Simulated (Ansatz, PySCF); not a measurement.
This Ansatz (an electronic-structure program) input computes a CCSD(T)/cc-pVDZ energy:

Ansatz 0.2 input:
```yaml
crystal:
  periodic: [false, false, false]
  atoms:
    - {symbol: B, position_ang: [-0.54884393, 0.17899615, -0.12326771]}
    - {symbol: O, position_ang: [0.64554909, -0.21053489, 0.14498722]}
    - {symbol: H, position_ang: [-1.40374059, -0.51822297, -0.73511861]}
    - {symbol: H, position_ang: [-1.01643245, 1.30752138, 0.19155939]}
basis:
  gaussian:
    orbitals: cc-pVDZ
total_charge: -1
magnetization: {spin_polarized: false}
correlation: {method: ccsd_t, electrons: outside_noble_gas}
```

**Question.** Write an input for the same energy in PySCF and say what it gives.

**Answer.** 
```python
from pyscf import gto, scf, mp, cc as ccmod

mol = gto.M(
    atom='''
    B    -0.54884393    0.17899615   -0.12326771
    O     0.64554909   -0.21053489    0.14498722
    H    -1.40374059   -0.51822297   -0.73511861
    H    -1.01643245    1.30752138    0.19155939
    ''',
    basis='cc-pvdz',
    charge=-1,
    spin=0,
    verbose=4,
)

mf = scf.RHF(mol)
mf.conv_tol = 1e-10
mf.max_cycle = 100
mf.kernel()
mp2 = mp.MP2(mf, frozen=2).run()
cc = ccmod.CCSD(mf, frozen=2)
cc.max_cycle = 100
cc.kernel()
et = cc.ccsd_t()
print(f'E(CCSD(T)) = {cc.e_tot + et:.9f}')
```
It gives -101.04298 Eh, and Ansatz -101.04298 Eh, a difference of 0.00 mEh.

It need not be the lowest isomer of its formula. Whether it binds its extra electron was not tested at this geometry.
